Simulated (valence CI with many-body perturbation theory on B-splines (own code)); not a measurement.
Nb8+: calculated level list

Computed by relativistic CI+MBPT: five valence electrons over a frozen Dirac-Fock core [Ar] 3d10, radial functions for each j: 11 s, 11 p, 10 d, 8 f, 5 g, 2 h, with the one-electron correlation potential Σ1 (screened to all orders), the two-electron term Σ2, the three-electron term Σ3, Breit, model QED; selected single and double excitations, second order for the rest (own B-spline code, finite nucleus).

No measured levels were compared; by estimate levels hold to about 250 cm⁻¹ or 0.2 % of their energy and the worst to 1 %, as in measured heavy ions of charge 2 to 7; those with d or f electrons hold less well. Among the levels kept, up to 2900 cm⁻¹ of a level comes from second order outside the variational space, and about a tenth of that is noise between levels of different J, which matters for small intervals.

Levels 136 to 175 of 175, with energies above the lowest level, 4s2.4p3 4S°_3/2. "Leading %" is the weight of the configuration and term that name the level; weights of strongly mixed levels are sums over their largest components and can fall short. In the jj column 3d3/2^4 stands for four electrons in 3d with j = 3/2. Lifetimes count E1, E2, E3, M1 and M2 decay at the calculated energies, and are blank where another channel may lead or the interval is too uncertain; long ones can be off by a factor of two.

```csv
No.,Configuration,Term,J,E (eV),Leading %,Lifetime,Second component,Leading jj
136,4s2.4p2.4f,2D°,3/2,83.037,26,12.2 ps,17 % 4s.4p3.4d 2P°,4s 4p1/2 4p3/2^2 4d3/2 (16 %)
137,4s2.4p2.4f,2G°,7/2,83.086,32,34.8 ps,10 % 4s.4p3.4d 2G°,4s^2 4p1/2^2 4f7/2 (35 %)
138,4s2.4p2.4f,2H°,9/2,83.248,37,245 ps,23 % 4s2.4p.4d2 2H°,4s^2 4p1/2 4p3/2 4f5/2 (41 %)
139,4s2.4p2.5p,2P°,1/2,83.465,45,24.5 ps,10 % 4s2.4p2.5p 2S°,4s^2 4p3/2^2 5p3/2 (32 %)
140,4s.4p3.4d,2P°,1/2,83.572,33,11.5 ps,15 % 4s2.4p2.5p 2P°,4s 4p3/2^3 4d3/2 (25 %)
141,4s2.4p2.4f,4D°,7/2,83.767,27,25.9 ps,13 % 4s2.4p2.4f 2G°,4s^2 4p1/2 4p3/2 4f7/2 (48 %)
142,4s2.4p2.4f,4D°,5/2,83.999,23,16.9 ps,14 % 4s2.4p2.4f 4F°,4s^2 4p1/2 4p3/2 4f7/2 (27 %)
143,4s.4p3.4d,2P°,3/2,84.284,18,18.0 ps,9 % 4s2.4p2.5p 2D°,4s^2 4p1/2 4p3/2 4f5/2 (26 %)
144,4s2.4p2.5p,2D°,5/2,84.391,32,50.1 ps,25 % 4s2.4p2.5p 2F°,4s^2 4p3/2^2 5p3/2 (60 %)
145,4s2.4p2.5p,2D°,3/2,84.403,35,28.3 ps,19 % 4s2.4p2.5p 2P°,4s^2 4p3/2^2 5p1/2 (51 %)
146,4s2.4p2.5p,2D°,5/2,84.535,37,28.6 ps,19 % 4s2.4p2.4f 4F°,4s^2 4p3/2^2 5p1/2 (16 %)
147,4s2.4p2.5p,2F°,7/2,84.617,24,32.1 ps,20 % 4s2.4p2.4f 4F°,4s^2 4p1/2 4p3/2 4f7/2 (30 %)
148,4s2.4p2.5p,2D°,5/2,84.773,39,32.2 ps,25 % 4s2.4p2.5p 2F°,4s^2 4p3/2^2 5p1/2 (56 %)
149,4s.4p3.4d,2P°,1/2,84.826,43,11.1 ps,8 % 4s2.4p2.4f 2P°,4s 4p3/2^3 4d5/2 (36 %)
150,4s2.4p2.4f,2H°,11/2,84.945,55,200 ps,24 % 4s2.4p.4d2 2H°,4s^2 4p3/2^2 4f7/2 (36 %)
151,4s.4p3.4d,2P°,3/2,84.975,24,12.9 ps,20 % 4s2.4p2.4f 4D°,4s^2 4p3/2^2 4f7/2 (36 %)
152,4s2.4p2.4f,4F°,9/2,84.988,64,14.2 ps,15 % 4s2.4p2.4f 2G°,4s^2 4p1/2 4p3/2 4f7/2 (72 %)
153,4s2.4p2.5p,2F°,7/2,85.054,41,25.5 ps,19 % 4s2.4p2.4f 4F°,4s^2 4p3/2^2 5p3/2 (40 %)
154,4s2.4p2.4f,4F°,3/2,85.068,45,16.8 ps,14 % 4s2.4p2.4f 2D°,4s^2 4p1/2 4p3/2 4f5/2 (52 %)
155,4s2.4p2.4f,4D°,1/2,85.245,44,18.0 ps,29 % 4s2.4p.4d2 4D°,4s^2 4p3/2^2 4f5/2 (29 %)
156,4s2.4p2.4f,2G°,9/2,85.247,41,174 ps,18 % 4s2.4p2.4f 2H°,4s^2 4p3/2^2 4f5/2 (36 %)
157,4s2.4p.4d2,4G°,5/2,85.306,22,14.6 ps,15 % 4s2.4p2.4f 4D°,4s^2 4p1/2 4p3/2 4f5/2 (15 %)
158,4s2.4p2.4f,2G°,7/2,85.483,25,15.5 ps,14 % 4s2.4p2.4f 2F°,4s^2 4p1/2 4p3/2 4f5/2 (45 %)
159,4s2.4p2.5p,2P°,1/2,85.675,85,33.0 ps,,4s^2 4p1/2 4p3/2 5p3/2 (54 %)
160,4s2.4p2.4f,4F°,5/2,86.088,26,11.5 ps,23 % 4s2.4p2.4f 4G°,4s^2 4p1/2 4p3/2 4f5/2 (34 %)
161,4s2.4p.4d2,4G°,7/2,86.121,37,11.8 ps,21 % 4s2.4p2.4f 4G°,4s^2 4p1/2 4p3/2 4f5/2 (39 %)
162,4s2.4p2.4f,4F°,3/2,86.210,16,15.9 ps,15 % 4s2.4p2.4f 4D°,4s^2 4p3/2^2 4f5/2 (34 %)
163,4s2.4p2.4f,2F°,5/2,86.334,40,24.0 ps,20 % 4s2.4p.4d2 2F°,4s^2 4p1/2 4p3/2 4f7/2 (31 %)
164,4s2.4p.4d2,4G°,9/2,86.823,30,11.4 ps,29 % 4s2.4p2.4f 2G°,4s^2 4p3/2^2 4f5/2 (18 %)
165,4s2.4p2.5p,2P°,3/2,86.916,71,53.5 ps,17 % 4s2.4p2.5p 2D°,4s^2 4p3/2^2 5p3/2 (83 %)
166,4s2.4p2.4f,2F°,5/2,87.181,21,20.6 ps,9 % 4s2.4p2.4f 4D°,4s^2 4p3/2^2 4f7/2 (30 %)
167,4s2.4p2.4f,4F°,7/2,87.207,19,15.2 ps,18 % 4s2.4p2.4f 2G°,4s^2 4p3/2^2 4f5/2 (35 %)
168,4s2.4p.4d2,4D°,1/2,87.468,67,12.4 ps,12 % 4s2.4p2.4f 4D°,4s^2 4p1/2 4d3/2 4d5/2 (36 %)
169,4s2.4p2.4f,2F°,7/2,87.717,41,27.5 ps,13 % 4s2.4p2.4f 2G°,4s^2 4p3/2^2 4f7/2 (39 %)
170,4s2.4p.4d2,4D°,3/2,87.743,66,13.3 ps,10 % 4s2.4p.4d2 4P°,4s^2 4p1/2 4d3/2 4d5/2 (50 %)
171,4s2.4p2.4f,2G°,9/2,87.951,32,12.0 ps,21 % 4s2.4p2.4f 4F°,4s^2 4p3/2^2 4f7/2 (64 %)
172,4s2.4p.4d2,4G°,11/2,88.128,53,11.2 ps,34 % 4s2.4p2.4f 4G°,4s^2 4p3/2 4d5/2^2 (33 %)
173,4s2.4p2.5p,2P°,1/2,88.187,89,50.1 ps,,4s^2 4p3/2^2 5p1/2 (78 %)
174,4s2.4p.4d2,4P°,1/2,88.318,74,13.5 ps,6 % 4s.4p3.4d 2S°,4s^2 4p1/2 4d3/2 4d5/2 (36 %)
175,4s2.4p.4d2,4D°,5/2,88.360,62,14.1 ps,8 % 4s2.4p.4d2 4P°,4s^2 4p3/2 4d3/2 4d5/2 (27 %)
```

Names give the largest LS component (configuration and term), which can be under half, so a name can repeat, a term be missing and a line seem to break the LS rules; names also repeat where a configuration has a term twice.

Where two levels of one J and parity lie close, their mixing, g and order are uncertain.
